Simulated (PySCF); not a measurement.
**How methods differ on the ionisation energy of La⁴⁰⁺**

La⁴⁰⁺ [Ne] 3s2 3p5 (2P) → La⁴¹⁺ [Ne] 3s2 3p4 (3P), as a difference of total energies. Calculation: PySCF 2.14, in an even-tempered Gaussian basis (18 s from 7.3 bohr⁻², ratio 2.5; 12 p from 9.5 bohr⁻², ratio 2.5; 4 d from 42 bohr⁻², ratio 2.7; 4 f from 63 bohr⁻², ratio 2.7); scalar relativity by spin-free X2C-1e. Correlated levels: outer shells: 1s2 frozen; virtual orbitals above 40 to 60 times the deepest correlated orbital energy dropped. The calculations carry no spin-orbit coupling.

```json
{"method": "UHF", "ionisation energy (eV)": "3067.6"}
{"method": "MP2 (outer shells)", "ionisation energy (eV)": "3068.7"}
{"method": "SCS-MP2 (outer shells)", "ionisation energy (eV)": "3068.6"}
{"method": "CCSD (outer shells)", "ionisation energy (eV)": "3068.6"}
{"method": "CCSD(T) (outer shells)", "ionisation energy (eV)": "3068.6"}
```

Spin-orbit coupling is strong in these open shells (close to jj coupling). The scalar numbers leave it out and a first-order estimate fails, so it can dominate the gap to the real levels.

Breit and QED terms and the two-electron picture change are absent.

For comparison: 3036 ± 4 eV (theoretical estimate listed by NIST; NIST Atomic Spectra Database, ionization energies).
